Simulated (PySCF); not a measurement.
**Ionisation energy of V by level of theory**

V [Ar] 3d3 4s2 (4F) → V⁺ [Ar] 3d4 (5D), as a difference of total energies. All numbers are calculated (PySCF 2.14, the spin-free X2C one-electron Hamiltonian (Gaussian nucleus), in x2c-TZVPall (6s5p4d1f, 48 functions)). Correlated levels: valence: [Ar] frozen. The calculations carry no spin-orbit coupling.

```
           method  ionisation energy (eV)
              UHF                   6.140
              PBE                   6.399
              LDA                   6.490
    MP2 (valence)                   6.490
SCS-MP2 (valence)                   6.937
```

How much does correlation contribute at MP2 (valence)?

6.490 − (6.140) = 0.350 eV, measured against UHF.

Errors of the correlated levels include the incompleteness of this basis and the frozen core.

For comparison: 6.732 eV (measured; NIST levels, between the centres of gravity of the two terms).
